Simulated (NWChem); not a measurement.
# CH3Cl2OSb; SMILES [Cl][Sb]([O]C)[Cl]

Computed with NWChem. All runs use the structure optimised with PBE0/def2-SVP. No frequency run checked for a minimum. def2 effective core potentials on Sb; no spin-orbit coupling. One conformer.

Diagonal of the polarisability tensor at PBE0/def2-SVPD, static: 85.92, 93.20, 77.99 bohr³.

Find the mean polarisability volume, the molar refraction, and the refractive index that an ideal gas of it would have at 273.15 K and 1 atm.


1. Mean: one third of the trace = 85.70 bohr³ × 0.14818 Å³/bohr³ = 12.70 Å³.
2. Molar refraction (Lorentz-Lorenz): (4π/3) N_A α = 32.0 cm³/mol.
3. Number density p/kT = 2.687 × 10⁻⁵ Å⁻³; n − 1 = 2π N α = 21.44 × 10⁻⁴.
4. These hold the electronic response alone: vibrational and orientational terms add to the static dielectric constant.
